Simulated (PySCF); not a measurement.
Antimony: a sound run and one with changed settings

Sound run: Sb [Kr] 4d10 5s2 5p3, Sb⁺ [Kr] 4d10 5s2 5p2. Computed with PySCF 2.14 in def2-TZVP with the def2 core potential (28 electrons) (6s5p3d2f, 50 functions), with scalar relativity through the core potential. The sound run starts from symmetry-adapted Hartree-Fock orbitals and uses a fine grid where one is needed.

Changed run: basis STO-3G, all-electron and non-relativistic. This setting is unsound on purpose.

```tsv
species	method	sound run (hartree)	changed run (hartree)	converged
Sb	UHF	-239.27727	-6251.36246	yes
Sb	M06-L	-240.36629	-6253.50409	yes
Sb	BP86	-240.33579	-6253.79509	yes
Sb⁺	UHF	-238.96183	-6251.13175	yes
Sb⁺	M06-L	-240.04745	-6253.23718	yes
Sb⁺	BP86	-240.00281	-6253.53899	yes
```

Ionisation energy of Sb:

```csv
method,sound run (eV),changed run (eV)
UHF,8.584,6.278
M06-L,8.676,7.263
BP86,9.061,6.969
```

A minimal basis cannot let orbitals breathe on ionisation and holds almost no correlation. The Hamiltonian changed with the basis, so the totals do not compare.

For comparison, NIST gives 8.608 eV between the lowest levels.
